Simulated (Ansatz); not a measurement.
Isolated molecules relaxed with PBE0-D4/def2-TZVP in Ansatz; ΔE leaves out vibrations. CCSD(T)/CBS is the MP2 limit (def2-TZVPP, def2-QZVPP) plus CCSD(T) − MP2 in def2-TZVPP, frozen cores. This one scheme is used for every species. def2 core potentials past Kr. For Te outer-core shells are correlated without core-valence functions, which leaves a few kJ/mol of doubt a bond.

Consider the cleavage of the Si–Al bond: `F[SiH2][AlH2]` + H₂Te → `F[SiH2][TeH]` + `[AlH3]`.

```tsv
species	CCSD(T)/CBS(def2) energy (Eh)
`F[SiH2][AlH2]`	-633.31837
H₂Te	-268.91024
`F[SiH2][TeH]`	-658.47489
`[AlH3]`	-243.78045
```

Q: Work out ΔE.

A: ΔE = (-658.47489) + (-243.78045) − (-633.31837) − (-268.91024) = -0.02673 Eh = -0.73 eV.

Largest T1 diagnostic among the species: 0.012.

From BLYP to BHLYP (50 % exact exchange), in def2-TZVPP and without D4, ΔE moves by −0.07 eV. Leaving LDA and LC-ωPBE aside and taking each functional with its dispersion term where it has one, the values, not all of them listed here, spread over 0.12 eV, from ωB97M-V to PBE-D4.
